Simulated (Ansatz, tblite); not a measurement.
Bond stretch in K(OtBu), C4H9KO, SMILES C(C)([O][K])(C)C. The C3–C12 bond (C3 also carries C, C, O; C12 carries H, H, H) is pulled apart rigidly from the PBE0/def2-SVP optimised geometry. Each curve is given relative to its own lowest point near equilibrium.

```tsv
R / Å	A	B	C
1.27	40.1	36.9	36.6
1.34	20.3	17.6	17.5
1.46	3.6	2.3	2.3
1.49	1.8	0.9	0.9
1.54	0.2	0.0	0.0
1.57	0.0	0.2	0.2
1.63	0.8	1.9	2.0
1.76	6.1	9.5	10.0
1.86	12.0	17.1	18.2
2.03	23.1	31.0	32.9
2.27	38.0	49.7	52.3
2.54	52.1	67.3	69.5
2.88	65.5	81.7	83.9
3.22	74.9	88.4	—
3.75	84.4	92.8	—
4.42	91.1	94.8	—
```

Energies in kcal/mol.

Assign the columns to these levels of theory: GFN2-xTB, 300 K electronic temperature (tblite 0.5.0); restricted BLYP/def2-SVP (Ansatz, a program for electronic structure); unrestricted PBE0/def2-SVP in Ansatz.

A is RKS-BLYP; B is UKS-PBE0; C is GFN2-xTB.

A dash means that the run gave no value there, or that the column was ended at a point which the program doubted or which failed a test of continuity chosen for this set; such a test can also cut sound points.

The restricted form behind RKS-BLYP keeps the bonding electrons paired and can't separate into open-shell fragments. The unrestricted determinant behind UKS-PBE0 is spin-contaminated at 2.88 to 4.42 Å (<S²> up to 1.0, against 0.00 for a pure singlet).
